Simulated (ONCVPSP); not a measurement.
# Building the ONCV potential for N (Z = 7) (PBE, scalar-relativistic).

ONCVPSP 4.0.1 was run on this input:

```
# ATOM AND REFERENCE CONFIGURATION
# atsym  z   nc   nv     iexc    psfile
  N 7.00    1    2        4      upf
#
#   n    l    f
    1    0    2.00
    2    0    1.00
    2    1    4.00
#
# PSEUDOPOTENTIAL AND OPTIMIZATION
# lmax
    2
#
#   l,   rc,      ep,       ncon, nbas, qcut
    0    0.95    0.00    4    7    8.90
    1    1.65    0.00    5    8    9.90
    2    1.45    0.25    5   10    7.20
#
# LOCAL POTENTIAL
# lloc, lpopt,  rc(5),   dvloc0
    4    5    0.80    0.00
#
# VANDERBILT-KLEINMAN-BYLANDER PROJECTORs
# l, nproj, debl
    0    3    0.50
    1    2    1.20
    2    2    3.90
#
# MODEL CORE CHARGE
# icmod, fcfact, rcfact
    1    0.70    0.00
#
# LOG DERIVATIVE ANALYSIS
# epsh1, epsh2, depsh
   -2.00    5.00    0.02
#
# OUTPUT GRID
# rlmax, drl
    6.00    0.01
#
# TEST CONFIGURATIONS
# ncnf
    4
# nvcnf
#   n    l    f
    2
    2    0    2.00
    2    1    3.00
#
    2
    2    0    2.00
    2    1    2.00
#
    2
    2    0    2.00
    2    1    1.00
#
    2
    2    0    0.00
    2    1    5.00
#
```

Command:

```bash
oncvpsp.x < N.dat > N.out
```

Output (shortened: citation, most of the input echo, consistency checks and plot data are left out):

```
ONCVPSP  (Optimized Norm-Conservinng Vanderbilt PSeudopotential)
scalar-relativistic version 4.0.1

#   n    l    f        energy (Ha)
    1    0    2.00    -1.4168682E+01
    2    0    1.00    -6.9934346E-01
    2    1    4.00    -2.7594888E-01

Reference configufation results
  iterations    24
  all-electron total energy (Ha)   -5.40301448D+01

Begin loop to  construct optimized pseudo wave functions
and semi-local pseudopoentials for all angular momenta

WARNING wellstate: negative energy specified for n= 3 l=  0
WARNING scattering state with energy  0.25000000
WARNING will be used for the first projector

   Wellstate for l =  0  n =  3
     eigenvalue =   0.2500
     asymptotic potential =   0.7500
     half-point radius =  5.0552

   Wellstate for l =  0  n =  4
     eigenvalue =   0.7500
     asymptotic potential =   1.2500
     half-point radius =  5.8995

Calculating optimized projector #   1

 for l=   0

    Fraction of norm inside rc  0.291402
    Optimizing pswf for qcut=   8.90 a_B^-1,  ecut=  39.64 Ha
    Residual kinetic energy error=  8.78D-05 Ha

    Energy error per electron        Cutoff
         Ha          eV             Ha
         0.01000     0.27211       20.87
         0.00100     0.02721       30.67
         0.00010     0.00272       39.21
         0.00001     0.00027      107.58

Calculating optimized projector #   2

 for l=   0

    Fraction of norm inside rc  0.052268
    Optimizing pswf for qcut=   8.90 a_B^-1,  ecut=  39.64 Ha
    Residual kinetic energy error=  2.23D-05 Ha

    Energy error per electron        Cutoff
         Ha          eV             Ha
         0.01000     0.27211       13.08
         0.00100     0.02721       24.76
         0.00010     0.00272       33.78
         0.00001     0.00027       63.18

Calculating optimized projector #   3

 for l=   0

    Fraction of norm inside rc  0.041583
    Optimizing pswf for qcut=   8.90 a_B^-1,  ecut=  39.64 Ha
    Residual kinetic energy error=  1.93D-05 Ha

    Energy error per electron        Cutoff
         Ha          eV             Ha
         0.01000     0.27211       12.77
         0.00100     0.02721       24.56
         0.00010     0.00272       33.54
         0.00001     0.00027       56.92

   Wellstate for l =  1  n =  3
     eigenvalue =   0.9241
     asymptotic potential =   1.4241
     half-point radius =  2.9349

Calculating optimized projector #   1

 for l=   1

    Fraction of norm inside rc  0.672138
    Optimizing pswf for qcut=   9.91 a_B^-1,  ecut=  49.07 Ha
    Residual kinetic energy error=  3.99D-08 Ha

    Energy error per electron        Cutoff
         Ha          eV             Ha
         0.01000     0.27211       20.88
         0.00100     0.02721       28.60
         0.00010     0.00272       34.88
         0.00001     0.00027       40.15

Calculating optimized projector #   2

 for l=   1

    Fraction of norm inside rc  0.204554
    Optimizing pswf for qcut=   9.91 a_B^-1,  ecut=  49.07 Ha
    Residual kinetic energy error=  5.33D-07 Ha

    Energy error per electron        Cutoff
         Ha          eV             Ha
         0.01000     0.27211       22.19
         0.00100     0.02721       30.65
         0.00010     0.00272       37.57
         0.00001     0.00027       43.02

   Wellstate for l =  2  n =  3
     eigenvalue =   0.2500
     asymptotic potential =   0.7500
     half-point radius =  8.1949

   Wellstate for l =  2  n =  5
     eigenvalue =   4.1500
     asymptotic potential =   4.6500
     half-point radius =  3.1300

Calculating optimized projector #   1

 for l=   2

    Fraction of norm inside rc  0.004769
    Optimizing pswf for qcut=   7.21 a_B^-1,  ecut=  25.97 Ha
    Residual kinetic energy error=  4.32D-07 Ha

    Energy error per electron        Cutoff
         Ha          eV             Ha
         0.01000     0.27211        1.05
         0.00100     0.02721        3.90
         0.00010     0.00272        9.88
         0.00001     0.00027       17.06

Calculating optimized projector #   2

 for l=   2

    Fraction of norm inside rc  0.144722
    Optimizing pswf for qcut=   7.21 a_B^-1,  ecut=  25.97 Ha
    Residual kinetic energy error=  4.86D-04 Ha

    Energy error per electron        Cutoff
         Ha          eV             Ha
         0.01000     0.27211       16.21
         0.00100     0.02721       23.83
         0.00010     0.00272       33.01
         0.00001     0.00027      128.38

Construct Vanderbilt / Kleinmman-Bylander projectors

B matrix Hermiticity error, ll=   0
   1   2    3.1209E-05
   1   3   -4.5220E-05
   2   3    7.3931E-06

  Orthonormal projector coefficients -1.6432E+02  1.0102E+01  1.3258E+00

B matrix Hermiticity error, ll=   1
   1   2    5.5686E-05

  Orthonormal projector coefficients -2.3557E+00 -8.0916E-01

B matrix Hermiticity error, ll=   2
   1   2   -1.6392E-05

  Orthonormal projector coefficients -2.3377E+00 -2.0100E+00

Model core correction analysis
  based on d2Exc/dn_idn_j

d2excae - all-electron derivatives

   -4.820215D-02   -3.863830D-02
   -3.918975D-02   -3.434439D-02

d2excps - pseudofunction derivatives with no core correction

   -4.643301D-02   -4.014802D-02
   -4.069803D-02   -3.635291D-02

rms 2nd derivative error    1.711590E-03

Polynomial model core charge

d2excps - pseudofunction derivatives with core correction

   -4.681537D-02   -3.992510D-02
   -4.047600D-02   -3.559118D-02

rms 2nd derivative error    1.302681E-03

Pseudoatom total energy   -9.233461

Diagnostic tests using Vanderbilt-Kleinman-Bylander pseudopotentials
  1 or more projectors used as specified by nproj input data

   l    rcore       rmatch      e in        delta e   norm test  slope test

   0   0.9502639   0.9791160  -0.6993435  -0.0000094   1.0000344   0.9999054
   0   0.9502639   0.9791160   0.2500000   0.0000106   1.0001417   1.0001417
   0   0.9502639   0.9791160   0.7500000   0.0000140   1.0001605   1.0001605

   1   1.6575111   1.7078368  -0.2759489  -0.0000019   1.0000264   1.0000347
   1   1.6575111   1.7078368   0.9240511   0.0000022   1.0000895   1.0000895

   2   1.4531180   1.4972378   0.2500000   0.0000078   1.0000328   1.0000328
   2   1.4531180   1.4972378   4.1500000  -0.0000159   1.0002397   1.0002397

 Testing for bound ghosts
   n   l    E NL Schr. Eq   E Basis Diag.   E Cutoff

       0                      -10.971265    288.39  WARNING - GHOST(-)
   1   0       -0.699353       -0.645511    288.39

   2   1       -0.275951       -0.272329    109.94

 Testing for highly-localized positive-energy ghosts
       l    <radius>/rc     E Basis Diag.   E Cutoff

       0        0.729800       41.773117    288.39  WARNING - GHOST(+)

Test configuration 0

   n   l     f        eae           eps        diff
   1   0  2.0000  -14.16868230
   2   0  1.0000   -0.69934346   -0.69935287   -9.41D-06
   2   1  4.0000   -0.27594888   -0.27595078   -1.91D-06

    Total energies and differences
      AE_ref= -5.40301448D+01  AE_tst= -5.40301448D+01  dif=  0.00D+00
      PS_ref= -9.23346090D+00  PS_tst= -9.23346090D+00  dif=  5.33D-15
      PSP excitation error= -5.33D-15

Test configuration 1

   n   l     f        eae           eps        diff
   1   0  2.0000  -14.13822183
   2   0  2.0000   -0.68290674   -0.68280144    1.05D-04
   2   1  3.0000   -0.26054783   -0.26009782    4.50D-04

    Total energies and differences
      AE_ref= -5.40301448D+01  AE_tst= -5.44530351D+01  dif= -4.23D-01
      PS_ref= -9.23346090D+00  PS_tst= -9.65653315D+00  dif= -4.23D-01
      PSP excitation error=  1.82D-04

Test configuration 2

   n   l     f        eae           eps        diff
   1   0  2.0000  -14.76144207
   2   0  2.0000   -1.19296401   -1.19193474    1.03D-03
   2   1  2.0000   -0.76027961   -0.75774879    2.53D-03

    Total energies and differences
      AE_ref= -5.40301448D+01  AE_tst= -5.39535657D+01  dif=  7.66D-02
      PS_ref= -9.23346090D+00  PS_tst= -9.15831605D+00  dif=  7.51D-02
      PSP excitation error=  1.43D-03

Test configuration 3

   n   l     f        eae           eps        diff
   1   0  2.0000  -15.57681778
   2   0  2.0000   -1.80659260   -1.80228651    4.31D-03
   2   1  1.0000   -1.37852229   -1.36955628    8.97D-03

    Total energies and differences
      AE_ref= -5.40301448D+01  AE_tst= -5.28932188D+01  dif=  1.14D+00
      PS_ref= -9.23346090D+00  PS_tst= -8.10316458D+00  dif=  1.13D+00
      PSP excitation error=  6.63D-03

Test configuration 4

   n   l     f        eae           eps        diff
   1   0  2.0000  -14.19691401
   2   1  5.0000   -0.29006931   -0.29035317   -2.84D-04

    Total energies and differences
      AE_ref= -5.40301448D+01  AE_tst= -5.36063028D+01  dif=  4.24D-01
      PS_ref= -9.23346090D+00  PS_tst= -8.80979747D+00  dif=  4.24D-01
      PSP excitation error=  1.79D-04
```

Note: ghosts flagged at negative energy: s at -298.5 eV; GHOST(+) flags only above 600 eV. A true bound ghost makes a file unfit for plane-wave use.

The run took about 3.6 s on one core of a shared server CPU.
